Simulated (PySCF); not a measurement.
# PbO: a composite coupled-cluster calculation

State: ¹Σ⁺, singlet, closed shell. De refers to Pb + O. RHF-based CCSD(T) in PySCF 2.14 with Pb cc-pwCVDZ-PP with ECP60, O aug-cc-pVDZ and Pb cc-pwCVTZ-PP with ECP60, O aug-cc-pVTZ (frozen core orbitals: 5; scalar-relativistic core potentials). Correlation energies are extrapolated as n⁻³ (n = 2, 3), Hartree–Fock as (n+1)·exp(−9√n). CV is the change on freezing 4 orbitals instead, in Pb cc-pwCVTZ-PP with ECP60, O cc-pwCVTZ.

```json
{"Level": "CCSD(T)/DZ", "Re (Å)": "1.9492", "ωe (cm⁻¹)": "704.2", "ωexe (cm⁻¹)": "3.28", "αe (cm⁻¹)": "0.00179", "De (eV)": "4.759"}
{"Level": "CCSD(T)/TZ", "Re (Å)": "1.9267", "ωe (cm⁻¹)": "732.1", "ωexe (cm⁻¹)": "3.33", "αe (cm⁻¹)": "0.00179", "De (eV)": "5.031"}
{"Level": "HF/CBS", "Re (Å)": "1.8647", "ωe (cm⁻¹)": "876.4", "ωexe (cm⁻¹)": "2.77", "αe (cm⁻¹)": "0.00148", "De (eV)": "0.962"}
{"Level": "MP2/CBS", "Re (Å)": "1.9295", "ωe (cm⁻¹)": "732", "ωexe (cm⁻¹)": "n/a", "αe (cm⁻¹)": "n/a", "De (eV)": "5.823"}
{"Level": "CCSD/CBS", "Re (Å)": "1.8963", "ωe (cm⁻¹)": "801.4", "ωexe (cm⁻¹)": "2.83", "αe (cm⁻¹)": "0.00157", "De (eV)": "4.520"}
{"Level": "CCSD(T)/CBS", "Re (Å)": "1.9216", "ωe (cm⁻¹)": "739.1", "ωexe (cm⁻¹)": "3.31", "αe (cm⁻¹)": "0.00179", "De (eV)": "5.132"}
{"Level": "CCSD(T)/CBS+CV", "Re (Å)": "1.9210", "ωe (cm⁻¹)": "739.2", "ωexe (cm⁻¹)": "3.32", "αe (cm⁻¹)": "0.00179", "De (eV)": "5.141"}
```

Question: How much is left between CCSD(T)/TZ and the basis-set limit, and how much do the triples give at the limit?

Answer: CCSD(T)/CBS less CCSD(T)/TZ: -5.1 mÅ in Re, +7.0 cm⁻¹ in ωe and +0.101 eV in De. CCSD(T)/CBS less CCSD/CBS: +25.3 mÅ in Re, -62.3 cm⁻¹ in ωe and +0.612 eV in De.

Question: What do the later terms add?

Answer: CV: -0.6 mÅ in Re, +0.1 cm⁻¹ in ωe and +0.009 eV in De, each against the row above.

Measured (Huber and Herzberg, Constants of Diatomic Molecules (1979)): Re = 1.921813 Å, ωe = 721.0 cm⁻¹, ωexe = 3.54 cm⁻¹. The last row is off by -0.8 mÅ and 18.2 cm⁻¹.

The T1 diagnostic is 0.039, large enough to doubt a single reference. The open-shell atoms are computed with UHF. Spin–orbit coupling, excitations beyond (T) and corrections to the Born–Oppenheimer picture are left out, and spin–orbit coupling matters for open p, d or f shells this heavy.

The whole job (state search and all basis sets along the bond) took about 13 min on 4 threads of Arm Neoverse V2 (shared host), peak memory 3.8 GiB.
